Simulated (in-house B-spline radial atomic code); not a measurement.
## RPA and G0W0 on BLYP: the technetium ion Tc²⁺

Configuration [Kr] 4d5, highest spin, mean-field start BLYP. Computed with a B-spline radial code for spherical atoms: all electrons, scalar-relativistic (spin-free one-electron X2C), finite nucleus, each spin shell either full or empty, empty states to l = 9 with an (l + 1/2)⁻⁴ tail; G0W0 by contour deformation at full frequency.

Command:
```bash
python run_gw.py task.json out
```
Settings (radii: box in bohr, nucleus in fm):
```
Z                        43
electrons                41
configuration            [Kr] 4d5
hamiltonian              x2c
method                   b88,lyp
lmax                     9
rms_radius               4.41117
spin_polarised           True
box_radius               17.55
intervals                69
```

Cost of the run: 3.8 s on 1 thread of Arm Neoverse V2, with other jobs on the host.

Energies (hartree):

```tsv
term	value
mean-field total	-4284.64626
Hartree-Fock functional on these orbitals	-4282.34051
direct second order	-3.5083
second-order exchange	1.0195
SOSEX correction	0.9465
```

What is the RPA correlation energy, and what remains with SOSEX?

RPA gives -3.0873 hartree (-2.05 eV per electron); RPA + SOSEX gives -2.1408, and the second-order doubles -2.4888 hartree (no singles). SOSEX takes back 31 % of the RPA value.

Quasi-particle levels (eV):

| level | occupied | mean field | Σx - vxc | Σc | QP weight | G0W0 |
| --- | --- | --- | --- | --- | --- | --- |
| 4d up | yes | -23.493 | -6.64 | ? | ? | ? |

G0W0 = mean field + (Σx - vxc) + Σc, with Σc (partial-wave tail included) taken at the quasi-particle energy. Only the outer levels were computed. Levels of low weight are left out.

Where does G0W0 put 4d up?

At -30.00 eV, with Σc = 0.12 eV and a quasi-particle weight of 0.842. The tabulated removal energy is 29.550 eV (NIST, semi-empirical); the calculation leaves out spin-orbit coupling, Breit and QED terms, and what these don't explain is the method's own error.
